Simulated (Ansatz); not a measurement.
`[BH2][Zn][F]` + `OB[SiH3]` → `BOB[SiH3]` + `[F][ZnH]` at 700 K and 1 bar (cleavage of the B–Zn bond).

Isolated molecules relaxed with PBE0-D4/def2-TZVP in Ansatz; ΔE leaves out vibrations. CBS: MP2 limit from def2 TZ/QZ plus the TZ coupled-cluster correction, frozen cores. For Zn outer-core shells are correlated without core-valence functions, which leaves a few kJ/mol of doubt a bond. Scalar relativity is left out up to krypton. One conformer a species, not always the lowest.

```csv
species,CCSD(T)/CBS energy (Eh),H − E (kJ/mol),S (J/(mol·K))
`[BH2][Zn][F]`,-1904.16040,101.9,347.4
`OB[SiH3]`,-392.07510,194.9,384.0
`BOB[SiH3]`,-417.48760,239.4,450.0
`[F][ZnH]`,-1878.79355,52.0,275.4
```

H − E and S are ideal-gas, rigid-rotor, harmonic terms from PBE0-D4/def2-TZVP, for one conformer and one mirror image of each species. 1 Eh = 2625.50 kJ/mol, R = 8.31446 J/(mol·K).

**Question.** By hand: ΔE, ΔH, ΔS and ΔG.

**Answer.** ΔE = (-417.48760) + (-1878.79355) − (-1904.16040) − (-392.07510) = -0.04565 Eh = -119.9 kJ/mol. Δ(H − E) = 239.4 + 52.0 − 101.9 − 194.9 = -5.4, so ΔH = -125.3 kJ/mol. ΔS = 450.0 + 275.4 − 347.4 − 384.0 = -6.0 J/(mol·K). ΔG = -125.3 − 700 × (-6.0)/1000 = -121.1 kJ/mol.

**Question.** By hand: the equilibrium constant, and the temperature at which ΔG would vanish if ΔH and ΔS stayed fixed.

**Answer.** log₁₀ K = −ΔG/(RT ln 10) = 9.0. ΔG = 0 at ΔH/ΔS = 20883 K, far beyond where these terms or the molecules hold.

The number of gas molecules stays the same, so ΔS is small and ΔH decides. A doubt of 5 kJ/mol in ΔE shifts log₁₀ K by 0.4 here. Other conformers and mirror images would add mixing entropy, several J/(mol·K) or more a flexible species. Modes under 60 cm⁻¹, often nearly free rotors, make the harmonic entropy too high. These are equilibria of isolated gas molecules and say nothing of rates. Largest T1 diagnostic: 0.018 (customary marks: 0.02 for closed shells, 0.045 for open ones).
